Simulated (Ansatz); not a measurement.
`[CH3][InH][O][SiH3]` + `CB(N)O` → `CNB(C)O` + `[SiH3][O][InH2]`  (substitution at a C–In bond)

Computed with Ansatz on PBE0-D4/def2-TZVP structures; ΔE is electronic, products minus reactants. CCSD(T)/CBS is the MP2 limit (def2-TZVPP, def2-QZVPP) plus CCSD(T) − MP2 in def2-TZVPP, frozen cores. This one scheme is used for every species. Functionals use def2-TZVPP. B3LYP here is the variant with VWN-RPA as its local correlation; programs differ in this. def2 core potentials past Kr. For In outer-core shells are correlated without core-valence functions, which leaves a few kJ/mol of doubt a bond. One conformer a species, not always the lowest.

Task: Is it downhill or uphill in electronic energy at CCSD(T)/CBS, and by how much? (Estimate.)

Result: Computed: Uphill: ΔE = +17.7 kcal/mol.

Task: What do these levels give: r2SCAN-D4, B3LYP-D4, r2SCAN, HF/def2-TZVPP, CCSD(T)/def2-TZVPP, MP2/CBS(def2)? (Best estimate.)

Result: Computed: r2SCAN-D4 16.6, B3LYP-D4 15.7, r2SCAN 16.6, HF/def2-TZVPP 14.1, CCSD(T)/def2-TZVPP 16.9, MP2/CBS(def2) 19.7 kcal/mol.

Largest T1 diagnostic among the species: 0.015.

In def2-TZVPP, CCSD(T) changes the Hartree–Fock value by +2.9 kcal/mol (the triples alone add +0.3 kcal/mol) and MP2 by +4.9 kcal/mol.
